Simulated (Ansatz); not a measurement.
The first iterations of a band of a periodic cell of 13 atoms, Tc12N (host Tc, host structure hcp, interstitial N).

These are results of Ansatz 0.2.0, DFT PBE, scalar-relativistic, plane waves, PAW, not measurements. Settings: cutoff 600 eV, k mesh 4x3x4, gaussian smearing 0.1 eV, no spin polarisation.

```json
{
 "movable images": "7",
 "climbing image": "yes",
 "spring": "5.0 eV/Å²",
 "optimiser": "quadratic models (default)",
 "start path": "straight line",
 "force threshold": "0.03 eV/Å",
 "iteration limit": "17",
 "end points": "relaxed"
}
```

Initial state:

```xyz
13
Lattice="5.4800 0.0000 0.0000 -4.1100 7.1187 0.0000 0.0000 0.0000 4.3950" Properties=species:S:1:pos:R:3
Tc 0.007 0.093 -0.028
Tc -0.008 1.606 2.191
Tc -1.373 2.356 -0.011
Tc -1.363 3.922 2.176
Tc -2.665 4.703 -0.046
Tc -2.653 6.386 2.233
Tc 2.739 0.029 0.018
Tc 2.747 1.595 2.206
Tc 1.382 2.346 0.004
Tc 1.367 3.859 2.223
Tc -0.082 4.687 -0.038
Tc -0.070 6.366 2.241
N 1.375 5.535 1.097
```

Final state:

Only the atoms that move by more than 0.05 Å are listed.
```
Tc1 0.002 0.092 0.027
Tc5 -2.670 4.703 0.044
Tc6 -2.659 6.383 2.161
Tc10 1.362 3.858 2.171
Tc11 -0.087 4.685 0.037
Tc12 -0.076 6.366 2.154
N13 1.367 5.534 -1.099
```

| iteration | highest image above the first end (eV) | largest band force component (eV/Å) |
| --- | --- | --- |
| 1 | 4.377 | 8.514 |
| 2 | 2.688 | 2.246 |

**Question.** Does the band converge within its limit, and where does its top end?

**Answer.** The run converged. It ended after 6 iterations with the highest image 2.452 eV above the first end. The order of the stationary point at the top wasn't checked. Limits of this set-up: coarse k mesh, odd electron count without spin.

The run took 21 min on 4 threads of Arm Neoverse V1 (shared host), peak memory 4.2 GiB.
